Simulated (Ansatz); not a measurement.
Sn16PH28, relaxed as a doublet with UKS PBE-D4/def2-SVP in Ansatz, starting from a model built from a lattice or polyhedron. Force threshold 0.03 eV/Å.

In the def2 sets Sn takes a core potential; there is no spin–orbit coupling. Single mean-field runs in def2-SVP are fitted with def2-universal-jkfit. The relaxation made no stability test and no search for a lower SCF solution. Another isomer (doublet) lies 0.20 eV lower at PBE0-D4/def2-TZVP; other spin states weren't run for this one.

Start:

Cartesian coordinates in Å:
```
P -1.064 0.781 0.939
Sn -2.948 3.794 -1.978
Sn 1.997 2.214 4.027
Sn 0.807 -2.224 3.836
Sn 1.449 2.628 -2.410
Sn 3.341 -0.402 0.489
Sn 0.259 -1.794 -2.604
Sn -1.607 1.223 -5.533
Sn 2.125 -4.786 0.328
Sn -0.341 2.893 2.648
Sn -3.404 1.443 -0.435
Sn -0.860 3.296 -3.816
Sn -1.535 -1.534 2.481
Sn 1.534 -0.136 5.573
Sn 2.878 -2.713 2.021
Sn -2.084 -1.115 -3.998
Sn -0.190 -4.129 -1.107
H -4.401 4.227 -2.824
H -2.486 5.078 -0.904
H 2.449 3.478 5.105
H 3.258 1.892 2.911
H 0.510 -3.643 4.771
H 1.888 3.897 -1.378
H 2.724 2.326 -3.557
H 3.786 0.910 1.527
H 4.596 -0.708 -0.630
H 1.542 -2.090 -3.727
H -3.062 1.622 -6.338
H -0.351 0.902 -6.649
H 1.868 -6.235 1.217
H 3.418 -5.123 -0.834
H -1.640 3.166 3.761
H -0.077 4.298 1.723
H -4.669 1.769 0.685
H -3.851 0.197 -1.506
H -0.616 4.720 -4.717
H -2.799 -1.275 3.580
H -1.972 -2.825 1.411
H 0.264 0.159 6.680
H 2.988 -0.555 6.419
H 4.294 -3.177 2.878
H -3.357 -0.830 -2.911
H -2.548 -2.388 -5.051
H -1.462 -3.821 0.038
H -0.652 -5.409 -2.143
```

Problem. Estimate the energy that the relaxation releases and the steps that it takes.

Solution. 362.6 kJ/mol, in 52 steps; 4.8 min on 4 threads of AMD EPYC 7R13 on a shared host and a share (37 GiB) of an NVIDIA H100 80GB HBM3. No frequencies were taken in this run, so the end may be a saddle point.

Problem. Does the start keep its bonding?

Solution. Bonds lost: Sn5–Sn12, Sn5–H23 (atoms count from 1). Bonds formed: Sn5–Sn6, Sn5–Sn7, Sn12–H23 (atoms count from 1).

Problem. Predict the relaxed structure.

Solution. 
```xyz
45

P    -0.618    0.070    0.753
Sn   -3.093    2.962   -1.492
Sn    1.585    2.639    3.828
Sn    1.110   -1.995    3.995
Sn    1.781    0.450   -1.810
Sn    3.285   -0.273    0.502
Sn    0.281   -1.661   -2.997
Sn   -1.091    1.963   -5.489
Sn    1.486   -4.667    0.211
Sn   -0.333    2.400    1.777
Sn   -2.996    0.533   -0.067
Sn   -0.754    3.281   -3.025
Sn   -1.329   -1.102    2.922
Sn    2.186    0.284    5.252
Sn    2.738   -2.722    1.812
Sn   -1.765   -0.640   -4.660
Sn   -0.697   -3.563   -1.171
H    -4.480    2.933   -2.539
H    -3.310    4.274   -0.379
H     0.951    3.834    4.925
H     3.025    3.311    3.134
H     0.866   -3.277    5.150
H     0.487    2.259   -2.164
H     2.941    0.876   -3.083
H     2.855    0.919    1.711
H     5.006   -0.072    0.284
H     1.326   -2.542   -4.088
H    -2.328    2.722   -6.443
H     0.383    1.988   -6.403
H     1.023   -6.015    1.208
H     2.635   -5.263   -0.948
H    -1.892    2.920    2.356
H     0.067    3.425    0.427
H    -4.057    0.582    1.312
H    -3.455   -0.811   -1.061
H    -0.189    4.927   -3.074
H    -2.142    0.049    3.947
H    -2.463   -2.345    2.498
H     1.534    0.448    6.856
H     3.912    0.159    5.411
H     4.230   -3.370    2.449
H    -3.247   -0.491   -3.764
H    -2.080   -1.699   -6.000
H    -1.819   -2.881   -0.042
H    -1.553   -4.821   -2.019
```
Bond lengths (bridged metal pairs left out): 16 × Sn–Sn 2.81 to 2.85 Å; 3 × P–Sn 2.56 to 2.57 Å; 28 × H–Sn 1.73 to 1.82 Å.
